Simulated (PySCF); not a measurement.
AlAsH4. Atoms are numbered in the order given.

```xyz
6

Al    -1.6696     0.0085     0.0000
As     0.7568    -0.0614     0.0000
H      0.8210     0.9798     1.1084
H      0.8210     0.9798    -1.1084
H     -2.4561    -0.0223    -1.3776
H     -2.4561    -0.0223     1.3776
```

Geometry: PBE0-D3(BJ)/def2-TZVP.

Vertical ionisation energy (IE) and electron affinity (EA) in eV. Rows of orbital energies are one-electron estimates. Where ΔSCF, EOM or ADC give a negative EA the extra electron is unbound and the value depends on the basis.

| level | IE | EA |
|---|---|---|
| −ε(HOMO), −ε(LUMO), B3LYP/def2-TZVPD (PySCF) | 6.97 | 1.92 |
| ADC(2)/aug-cc-pVDZ (PySCF) | 9.04 | 0.17 |

Problem. Beyond the first one, list the lowest photoelectron lines from ADC(2)/aug-cc-pVDZ (PySCF 2.14.0) with their pole strengths (two spins summed). (Estimate from the structure and the level; the computed values follow.)

Solution. 10.78 eV (1.83), 11.15 eV (1.84), 12.76 eV (1.82), 14.28 eV (1.82), 19.09 eV (0.74).
